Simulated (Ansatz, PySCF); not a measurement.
This Ansatz (a quantum-chemistry and plane-wave program) input computes a PBE0/def2-TZVPD energy:

Ansatz 0.2 input:
```yaml
crystal:
  periodic: [false, false, false]
  atoms:
    - {symbol: O, position_ang: [-1.43584932, 0.23764025, 0.24271083]}
    - {symbol: Si, position_ang: [-0.01479057, -0.17249850, -0.24749786]}
    - {symbol: O, position_ang: [1.46173281, 0.06423212, 0.19041042]}
basis:
  gaussian:
    orbitals: def2-TZVPD
hamiltonian:
  xc: {name: PBE0}
total_charge: -1
magnetization: {spin_polarized: true, initial_magnetization: 1}
output: {forces: true}
```

Q: Write an input for the same energy in PySCF and say what it gives.

A: 
```python
from pyscf import gto, scf, dft

mol = gto.M(
    atom='''
    O    -1.43584932    0.23764025    0.24271083
    Si   -0.01479057   -0.17249850   -0.24749786
    O     1.46173281    0.06423212    0.19041042
    ''',
    basis='def2-tzvpd',
    charge=-1,
    spin=1,
    verbose=4,
)

mf = dft.UKS(mol, xc='pbe0').density_fit(auxbasis='def2-universal-jkfit')
mf.grids.level = 3
mf.conv_tol = 1e-9
mf.max_cycle = 100
mf.max_memory = 1500
mf.kernel()
if not mf.converged:
    mf = mf.newton()
    mf.kernel(mf.make_rdm1())
for _ in range(2):
    mo, _, stable, _ = mf.stability(return_status=True)
    if stable:
        break
    mf.kernel(mf.make_rdm1(mo, mf.mo_occ))
mf.analyze()
```
It gives -439.81804 Eh, and Ansatz -439.81802 Eh, a difference of 0.02 mEh, from the treatment of integrals and grids.
